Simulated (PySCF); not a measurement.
H8CuO4 (SMILES [OH2]->[Cu+2](<-[OH2])(<-[OH2])<-[OH2]), charge +2, doublet (typed; the unrestricted solution is spin-contaminated), geometry from GFN2-xTB (such geometries of metal compounds can be far from the true shape); PySCF with M06/STO-3G.

The PySCF input:
```python
from pyscf import gto, scf, dft

mol = gto.M(
    atom='''
Cu   -0.00003912    0.00012911   -0.00190347
O     1.93234015   -0.56899821   -0.07614469
H     2.26376797   -0.97268821   -0.89563409
H     2.28290156   -1.10026255    0.65821101
O     0.57277042    1.92892082    0.12121860
H     1.01483724    2.32931521   -0.64600637
H     1.06892107    2.21107443    0.90775358
O    -1.93225192    0.56870702    0.08043794
H    -2.29579377    1.07839226   -0.66281920
H    -2.25101438    0.99501603    0.89349668
O    -0.57268220   -1.92921201   -0.11692536
H    -1.03703389   -2.31632095    0.64395411
H    -1.04686304   -2.22361116   -0.91244693
''',
    basis='sto-3g',
    charge=2,
    spin=1,
    verbose=4,
)

mf = dft.UKS(mol)
mf.xc = 'm06'
mf.kernel()
```

The log (banner, timings and long lists left out):

```
PySCF version 2.14.0

[INPUT] verbose = 4
[INPUT] num. atoms = 13
[INPUT] num. electrons = 67
[INPUT] charge = 2
[INPUT] spin (= nelec alpha-beta = 2S) = 1
[INPUT] symmetry False subgroup None
[INPUT] Mole.unit = angstrom
[INPUT] Symbol           X                Y                Z      unit          X                Y                Z       unit  Magmom
[INPUT]  1 Cu    -0.000039120000   0.000129110000  -0.001903470000 AA   -0.000073926086   0.000243982540  -0.003597036986 Bohr   0.0
[INPUT]  2 O      1.932340150000  -0.568998210000  -0.076144690000 AA    3.651593663001  -1.075250782268  -0.143892609940 Bohr   0.0
[INPUT]  3 H      2.263767970000  -0.972688210000  -0.895634090000 AA    4.277901472863  -1.838114321493  -1.692503137924 Bohr   0.0
[INPUT]  4 H      2.282901560000  -1.100262550000   0.658211010000 AA    4.314058717742  -2.079194884616   1.243838541073 Bohr   0.0
[INPUT]  5 O      0.572770420000   1.928920820000   0.121218600000 AA    1.082379226052   3.645132065771   0.229069955203 Bohr   0.0
[INPUT]  6 H      1.014837240000   2.329315210000  -0.646006370000 AA    1.917764444610   4.401767804684  -1.220775114024 Bohr   0.0
[INPUT]  7 H      1.068921070000   2.211074430000   0.907753580000 AA    2.019968071077   4.178325113729   1.715405654793 Bohr   0.0
[INPUT]  8 O     -1.932251920000   0.568707020000   0.080437940000 AA   -3.651426932465   1.074700512918   0.152005676624 Bohr   0.0
[INPUT]  9 H     -2.295793770000   1.078392260000  -0.662819200000 AA   -4.338421463783   2.037866026251  -1.252546758103 Bohr   0.0
[INPUT] 10 H     -2.251014380000   0.995016030000   0.893496680000 AA   -4.253800680658   1.880307786252   1.688464018408 Bohr   0.0
[INPUT] 11 O     -0.572682200000  -1.929212010000  -0.116925360000 AA   -1.082212514413  -3.645682335122  -0.220956907416 Bohr   0.0
[INPUT] 12 H     -1.037033890000  -2.316320950000   0.643954110000 AA   -1.959710033992  -4.377212212092   1.216896904688 Bohr   0.0
[INPUT] 13 H     -1.046863040000  -2.223611160000  -0.912446930000 AA   -1.978284435530  -4.202016099926  -1.724274800900 Bohr   0.0

nuclear repulsion = 422.147266340101
number of shells = 28
number of NR pGTOs = 138
number of NR cGTOs = 46
basis = sto-3g
ecp = {}

******** <class 'pyscf.dft.uks.UKS'> ********
method = UKS
initial guess = minao
damping factor = 0
level_shift factor = 0
DIIS = <class 'pyscf.scf.diis.CDIIS'>
diis_start_cycle = 1
diis_space = 8
diis_damp = 0
SCF conv_tol = 1e-09
SCF conv_tol_grad = None
SCF max_cycles = 50
direct_scf = True
direct_scf_tol = 1e-13
number electrons alpha = 34  beta = 33
XC library pyscf.dft.libxc version 7.1.2
    S. Lehtola, C. Steigemann, M. J. T. Oliveira, and M. A. L. Marques,  SoftwareX 7, 1–5 (2018)
XC functionals = m06
    Y. Zhao and D. G. Truhlar,  Theor. Chem. Acc. 120, 215 (2008)
    Y. Zhao and D. G. Truhlar,  Theor. Chem. Acc. 120, 215 (2008)
radial grids:
    Treutler-Ahlrichs [JCP 102, 346 (1995); DOI:10.1063/1.469408] (M4) radial grids

becke partition: Becke, JCP 88, 2547 (1988); DOI:10.1063/1.454033
pruning grids: <function nwchem_prune>
grids dens level: 3
symmetrized grids: False
atomic radii adjust function: <function treutler_atomic_radii_adjust>
small_rho_cutoff = 0
Set gradient conv threshold to 3.16228e-05
tot grids = 155432
init E= -1920.82133337705

cycle= 1 E= -1898.24312148933  delta_E= 22.6  |g|= 2.35  |ddm|= 6.54

cycle= 2 E= -1912.73118311835  delta_E= -14.5  |g|= 1.62  |ddm|= 6.37
cycle= 3 E= -1920.0025009787  delta_E= -7.27  |g|= 1.03  |ddm|= 5.63
cycle= 4 E= -1892.1161088279  delta_E= 27.9  |g|= 3.24  |ddm|= 7.52
cycle= 5 E= -1894.44773965356  delta_E= -2.33  |g|= 2.93  |ddm|= 2.86
cycle= 6 E= -1894.44834104166  delta_E= -0.000601  |g|= 2.93  |ddm|= 0.021
cycle= 7 E= -1894.45550411664  delta_E= -0.00716  |g|= 2.93  |ddm|= 0.0788
cycle= 8 E= -1894.47976341952  delta_E= -0.0243  |g|= 2.92  |ddm|= 0.558
cycle= 9 E= -1894.52603880542  delta_E= -0.0463  |g|= 2.92  |ddm|= 0.883
cycle= 10 E= -1894.58160163755  delta_E= -0.0556  |g|=  2.9  |ddm|= 0.0479
cycle= 11 E= -1906.83538984025  delta_E= -12.3  |g|= 3.72  |ddm|= 4.51
cycle= 12 E= -1912.06370132076  delta_E= -5.23  |g|= 1.75  |ddm|=  6.3
cycle= 13 E= -1918.37625095812  delta_E= -6.31  |g|= 1.78  |ddm|= 5.81
cycle= 14 E= -1896.22109463437  delta_E= 22.2  |g|= 3.54  |ddm|= 6.91
cycle= 15 E= -1896.60388116332  delta_E= -0.383  |g|= 3.78  |ddm|= 0.22
cycle= 16 E= -1897.59710989061  delta_E= -0.993  |g|=  4.2  |ddm|= 0.401
cycle= 17 E= -1898.12018429034  delta_E= -0.523  |g|= 4.35  |ddm|= 0.202
cycle= 18 E= -1896.45000884235  delta_E= 1.67  |g|= 3.65  |ddm|= 0.706
cycle= 19 E= -1895.83254778221  delta_E= 0.617  |g|= 3.17  |ddm|= 1.01
cycle= 20 E= -1896.27199839284  delta_E= -0.439  |g|= 3.47  |ddm|= 0.651
cycle= 21 E= -1913.58517758622  delta_E= -17.3  |g|= 2.41  |ddm|= 7.19
cycle= 22 E= -1909.58113729475  delta_E=    4  |g|= 2.62  |ddm|=    5
cycle= 23 E= -1919.79132019592  delta_E= -10.2  |g|= 1.07  |ddm|= 4.26
cycle= 24 E= -1894.16756333951  delta_E= 25.6  |g|= 3.05  |ddm|= 7.15
cycle= 25 E= -1902.60133154683  delta_E= -8.43  |g|= 3.76  |ddm|=  5.5

cycle= 26 E= -1901.94416965453  delta_E= 0.657  |g|= 3.95  |ddm|= 0.846
cycle= 27 E= -1908.92504954871  delta_E= -6.98  |g|= 2.86  |ddm|= 3.06
cycle= 28 E= -1908.96158246889  delta_E= -0.0365  |g|= 2.65  |ddm|= 0.384
cycle= 29 E= -1909.37705265829  delta_E= -0.415  |g|= 2.69  |ddm|= 0.51

cycle= 30 E= -1920.67289483767  delta_E= -11.3  |g|= 1.25  |ddm|= 4.69
cycle= 31 E= -1912.34790436451  delta_E= 8.32  |g|= 2.69  |ddm|= 4.13
cycle= 32 E= -1919.57399736749  delta_E= -7.23  |g|= 1.24  |ddm|= 5.61
cycle= 33 E= -1916.94326835123  delta_E= 2.63  |g|= 1.81  |ddm|= 4.87

cycle= 34 E= -1919.3323458714  delta_E= -2.39  |g|= 1.53  |ddm|= 2.41
cycle= 35 E= -1919.42276420072  delta_E= -0.0904  |g|= 1.46  |ddm|= 0.128
cycle= 36 E= -1920.02368391551  delta_E= -0.601  |g|= 1.26  |ddm|= 0.724
cycle= 37 E= -1920.04314776595  delta_E= -0.0195  |g|= 1.26  |ddm|= 0.0291
cycle= 38 E= -1922.09566998531  delta_E= -2.05  |g|= 0.402  |ddm|= 2.86
cycle= 39 E= -1920.96665180603  delta_E= 1.13  |g|= 1.09  |ddm|= 2.56
cycle= 40 E= -1920.95801789485  delta_E= 0.00863  |g|= 1.06  |ddm|= 0.368
cycle= 41 E= -1921.2570635471  delta_E= -0.299  |g|= 0.935  |ddm|= 0.445
cycle= 42 E= -1922.33432536005  delta_E= -1.08  |g|= 0.192  |ddm|= 1.81
cycle= 43 E= -1922.36307069827  delta_E= -0.0287  |g|= 0.111  |ddm|= 0.333
cycle= 44 E= -1922.37518264832  delta_E= -0.0121  |g|= 0.059  |ddm|= 0.205
cycle= 45 E= -1922.38065986134  delta_E= -0.00548  |g|= 0.0189  |ddm|= 0.205
cycle= 46 E= -1922.38136308347  delta_E= -0.000703  |g|= 0.00876  |ddm|= 0.066
cycle= 47 E= -1922.3817931219  delta_E= -0.00043  |g|= 0.00593  |ddm|= 0.0605
cycle= 48 E= -1922.38198825177  delta_E= -0.000195  |g|= 0.00533  |ddm|= 0.0271
cycle= 49 E= -1922.3822665655  delta_E= -0.000278  |g|= 0.00512  |ddm|= 0.0398
cycle= 50 E= -1922.38258842167  delta_E= -0.000322  |g|= 0.00482  |ddm|= 0.048
SCF not converged.
SCF energy = -1922.38258842167 after 50 cycles  <S^2> = 1.91742  2S+1 = 2.9444321
```

Convergence was not reached.
